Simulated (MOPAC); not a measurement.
MOPAC input (MNDO):

```
MNDO 1SCF UHF MS=0.5 GEO-OK AUX(PRECISION=9) THREADS=1
CH6ClSi2

C     2.40468100 1   -0.50037900 1    0.12151900 1
Si    1.08612300 1    0.40334800 1    1.11755800 1
Si   -1.08388900 1   -0.14973400 1    0.46858500 1
Cl   -1.18819200 1    0.12483600 1   -1.59375300 1
H     3.39912100 1   -0.11307000 1    0.34795700 1
H     2.22174000 1   -0.38075700 1   -0.94677000 1
H     2.39586200 1   -1.56888700 1    0.35336100 1
H     1.28415800 1    0.21967700 1    2.58280200 1
H    -2.09043400 1    0.73230700 1    1.09963700 1
H    -1.47053600 1   -1.55979800 1    0.72171800 1
```

Output:

```
 *******************************************************************************
 **                                                                           **
 **                              MOPAC v23.2.5                                **
 **                                                                           **
 *******************************************************************************
 ** MOPAC's Digital Object Identifier: https://doi.org/10.5281/zenodo.6511958 **
 **                                                                           **
 ** Please cite the open-source release paper for use of this MOPAC version:  **
 ** J. E. Moussa and J. J. P. Stewart (2026)                                  **
 ** MOPAC: An open-source semiempirical molecular orbital program             **
 ** J. Open Source Softw., 11(119), 8025, https://doi.org/10.21105/joss.08025 **
 *******************************************************************************

                              MNDO CALCULATION RESULTS

 *******************************************************************************
 *  MNDO       - The MNDO Hamiltonian to be used
 *  GEO-OK     - OVERRIDE INTERATOMIC DISTANCE AND OTHER SAFETY CHECKS
 *  UHF        - UNRESTRICTED HARTREE-FOCK CALCULATION
 *  MS=        - IN MECI, MAGNETIC COMPONENT OF SPIN =  0.5
 *  1SCF       - DO 1 SCF AND THEN STOP
 *  AUX        - OUTPUT AUXILIARY INFORMATION
 *******************************************************************************
MNDO 1SCF UHF MS=0.5 GEO-OK AUX(PRECISION=9) THREADS=1
 CH6ClSi2

   ATOM   CHEMICAL          X               Y               Z
  NUMBER   SYMBOL      (ANGSTROMS)     (ANGSTROMS)     (ANGSTROMS)

     1       C          2.40468100  *  -0.50037900  *   0.12151900  *
     2      Si          1.08612300  *   0.40334800  *   1.11755800  *
     3      Si         -1.08388900  *  -0.14973400  *   0.46858500  *
     4      Cl         -1.18819200  *   0.12483600  *  -1.59375300  *
     5       H          3.39912100  *  -0.11307000  *   0.34795700  *
     6       H          2.22174000  *  -0.38075700  *  -0.94677000  *
     7       H          2.39586200  *  -1.56888700  *   0.35336100  *
     8       H          1.28415800  *   0.21967700  *   2.58280200  *
     9       H         -2.09043400  *   0.73230700  *   1.09963700  *
    10       H         -1.47053600  *  -1.55979800  *   0.72171800  *

          CARTESIAN COORDINATES

    NO.       ATOM           X           Y           Z

     1         C          2.4047     -0.5004      0.1215
     2        Si          1.0861      0.4033      1.1176
     3        Si         -1.0839     -0.1497      0.4686
     4        Cl         -1.1882      0.1248     -1.5938
     5         H          3.3991     -0.1131      0.3480
     6         H          2.2217     -0.3808     -0.9468
     7         H          2.3959     -1.5689      0.3534
     8         H          1.2842      0.2197      2.5828
     9         H         -2.0904      0.7323      1.0996
    10         H         -1.4705     -1.5598      0.7217

  H: (MNDO): M.J.S. DEWAR, W. THIEL, J. AM. CHEM. SOC., 99, 4899, (1977)
  C: (MNDO): M.J.S. DEWAR, W. THIEL, J. AM. CHEM. SOC., 99, 4899, (1977)
 Si: (MNDO): M.J.S.DEWAR, ET. AL. ORGANOMETALLICS  5, 375 (1986)
 Cl: (MNDO): M.J.S.DEWAR, H.S.RZEPA, J. COMP. CHEM., 4, 158, (1983)

           Empirical Formula: C H6 Si2 Cl  =    10 atoms

      MOLECULAR POINT GROUP   :   C1

          UHF CALCULATION, NO. OF ALPHA ELECTRONS =   13
                           NO. OF BETA  ELECTRONS =   12

 -------------------------------------------------------------------------------
 MNDO 1SCF UHF MS=0.5 GEO-OK AUX(PRECISION=9) THREADS=1
 CH6ClSi2

     1SCF WAS SPECIFIED, SO BFGS WAS NOT USED
     SCF FIELD WAS ACHIEVED

                              MNDO CALCULATION
                                                       MOPAC v23.2.5 Linux

          FINAL HEAT OF FORMATION =         -2.27082 KCAL/MOL =      -9.50109 KJ/MOL

          COSMO AREA              =        147.27 SQUARE ANGSTROMS
          COSMO VOLUME            =        146.30 CUBIC ANGSTROMS

          IONIZATION POTENTIAL    =          8.326886 EV
          ALPHA SOMO LUMO (EV)    =         -8.327 -0.432
          BETA  SOMO LUMO (EV)    =         -9.915 -0.655
          NO. OF ALPHA ELECTRONS  =         13
          NO. OF BETA  ELECTRONS  =         12
          MOLECULAR WEIGHT        =        109.6824         POINT GROUP:  C1

          MOLECULAR DIMENSIONS (Angstroms)

            Atom       Atom       Distance
            H     9    H     5     5.60490
            H     8   Cl     4     4.48927
            H    10   Si     2     2.24425

          SCF CALCULATIONS        =          1

   ATOM   CHEMICAL          X               Y               Z
  NUMBER   SYMBOL      (ANGSTROMS)     (ANGSTROMS)     (ANGSTROMS)

     1       C          2.40468100  *  -0.50037900  *   0.12151900  *
     2      Si          1.08612300  *   0.40334800  *   1.11755800  *
     3      Si         -1.08388900  *  -0.14973400  *   0.46858500  *
     4      Cl         -1.18819200  *   0.12483600  *  -1.59375300  *
     5       H          3.39912100  *  -0.11307000  *   0.34795700  *
     6       H          2.22174000  *  -0.38075700  *  -0.94677000  *
     7       H          2.39586200  *  -1.56888700  *   0.35336100  *
     8       H          1.28415800  *   0.21967700  *   2.58280200  *
     9       H         -2.09043400  *   0.73230700  *   1.09963700  *
    10       H         -1.47053600  *  -1.55979800  *   0.72171800  *

                             CARTESIAN COORDINATES

   1    C        2.404681000    -0.500379000     0.121519000
   2   Si        1.086123000     0.403348000     1.117558000
   3   Si       -1.083889000    -0.149734000     0.468585000
   4   Cl       -1.188192000     0.124836000    -1.593753000
   5    H        3.399121000    -0.113070000     0.347957000
   6    H        2.221740000    -0.380757000    -0.946770000
   7    H        2.395862000    -1.568887000     0.353361000
   8    H        1.284158000     0.219677000     2.582802000
   9    H       -2.090434000     0.732307000     1.099637000
  10    H       -1.470536000    -1.559798000     0.721718000

           Empirical Formula: C H6 Si2 Cl  =    10 atoms

      MOLECULAR POINT GROUP   :   C1

          ALPHA EIGENVALUES
 -31.51464 -24.96024 -21.14784 -15.89908 -14.17167 -14.14989 -13.62544 -13.30159
 -12.76732 -11.83916 -11.59404 -10.14137  -8.32689  -0.43152   0.11876   1.12350
   1.35617   1.80232   2.39633   4.18650   4.27368   5.85094

           BETA EIGENVALUES
 -31.42113 -24.96048 -20.98383 -15.43236 -14.15446 -14.11828 -13.63781 -13.30665
 -12.76760 -11.84500 -11.57286  -9.91510  -0.65539  -0.16213   0.09808   1.09786
   1.62317   1.83315   2.66682   4.18569   4.25102   5.84898

              NET ATOMIC CHARGES AND DIPOLE CONTRIBUTIONS

  ATOM NO.   TYPE          CHARGE      No. of ELECS.   s-Pop       p-Pop
    1          C          -0.177882        4.1779     1.24976     2.92812
    2         Si           0.298451        3.7015     1.21401     2.48754
    3         Si           1.201585        2.7984     1.13918     1.65923
    4         Cl          -0.496877        7.4969     1.98639     5.51049
    5          H           0.002646        0.9974     0.99735
    6          H           0.003862        0.9961     0.99614
    7          H          -0.005465        1.0055     1.00547
    8          H          -0.202118        1.2021     1.20212
    9          H          -0.313246        1.3132     1.31325
   10          H          -0.310956        1.3110     1.31096
 DIPOLE           X         Y         Z       TOTAL
 POINT-CHG.     0.199     0.891     2.744     2.892
 HYBRID         0.307    -0.961    -0.072     1.011
 SUM            0.506    -0.070     2.672     2.720

          ATOMIC ORBITAL ELECTRON POPULATIONS

     Atom    s        px        py        pz
    1  C   1.24976   1.00157   0.95374   0.97280
    2 Si   1.21401   0.84749   0.91697   0.72308
    3 Si   1.13918   0.65354   0.56874   0.43696
    4 Cl   1.98639   1.98790   1.97902   1.54356
    5  H   0.99735
    6  H   0.99614
    7  H   1.00547
    8  H   1.20212
    9  H   1.31325
   10  H   1.31096

                    (SZ)    =    0.500000
                    (S**2)  =    0.765740

          ATOMIC ORBITAL SPIN POPULATIONS

    Atom   Total    s     px     py     pz
         Atomic
    1  C -0.0644 -0.006 -0.025 -0.018 -0.016
    2 Si  1.1561  0.131  0.108  0.830  0.088
    3 Si -0.0617 -0.012 -0.042 -0.006 -0.001
    4 Cl -0.0037 -0.000 -0.001  0.000 -0.002
    5  H  0.0061  0.006
    6  H  0.0039  0.004
    7  H  0.0133  0.013
    8  H -0.0455 -0.045
    9  H -0.0058 -0.006
   10  H  0.0017  0.002

 **********************
 *                    *
 * JOB ENDED NORMALLY *
 *                    *
 **********************

 == MOPAC DONE ==
```

The geometry given is a B3LYP-D3(BJ)/def2-TZVP minimum.
